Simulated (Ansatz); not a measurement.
Reaction (ligand exchange at the Si–C bond): `C=C[SiH](F)OC` + `O[SiH2]F` → `CO[SiH](F)O[SiH2]F` + ethylene

Gas-phase electronic energies from Ansatz, PBE0-D4/def2-TZVP geometries. CBS: MP2 limit from def2 TZ/QZ plus the TZ coupled-cluster correction, frozen cores. This one scheme is used for every species. Each species was taken in one conformer, which may not be the lowest.

| species | CCSD(T)/def2-TZVPP energy (Eh) |
| --- | --- |
| `C=C[SiH](F)OC` | -582.32906 |
| `O[SiH2]F` | -465.84667 |
| `CO[SiH](F)O[SiH2]F` | -969.78479 |
| `C=C` | -78.43996 |

**Question.** Work out ΔE.

**Answer.** ΔE = (-969.78479) + (-78.43996) − (-582.32906) − (-465.84667) = -0.04902 Eh = -128.7 kJ/mol. CCSD(T)/CBS gives -129.3 kJ/mol.

Largest T1 diagnostic among the species: 0.012.

From PBE to PBE0 (25 % exact exchange), in def2-TZVPP and without D4, ΔE moves by −6.9 kJ/mol. In def2-TZVPP, CCSD(T) changes the Hartree–Fock value by +21.2 kJ/mol (the triples alone add +3.5 kJ/mol) and MP2 by +22.7 kJ/mol.
